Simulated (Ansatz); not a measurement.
Species, as SMILES: [SeH] (SeH), doublet.
Atoms: Se1, H2. Bonds: Se1-H2.

Basis-set convergence of the optimised Se1-H2 bond length at PBE with Ansatz (an electronic-structure program). Cartesian d functions, on some or all atoms, in 6-31G**; all else is spherical. Open shells are unrestricted. No added dispersion term, no relativity. Reference: the value in aug-cc-pV5Z, 1.4832 Å, itself unsure by roughly 0.0006 Å (its mean distance from pcseg-4, aug-pcseg-3, aug-cc-pVQZ). Deviations are taken from unrounded values.

| basis | functions | optimised Se1-H2 bond length (Å) | minus reference (Å) |
|---|---|---|---|
| 6-31G** | 40 | 1.4874 | 0.0042 |
| def2-SVPD | 49 | 1.4887 | 0.0055 |
| 6-311G** | 50 | 1.4853 | 0.0021 |
| cc-pVTZ | 57 | 1.4848 | 0.0016 |
| def2-TZVPD | 66 | 1.4844 | 0.0012 |
| aug-cc-pVTZ | 82 | 1.4846 | 0.0014 |
| def2-QZVPP | 119 | 1.4837 | 0.0005 |
| aug-pcseg-3 | 142 | 1.4840 | 0.0008 |
| aug-cc-pV5Z | 220 | 1.4832 | 0.0000 |
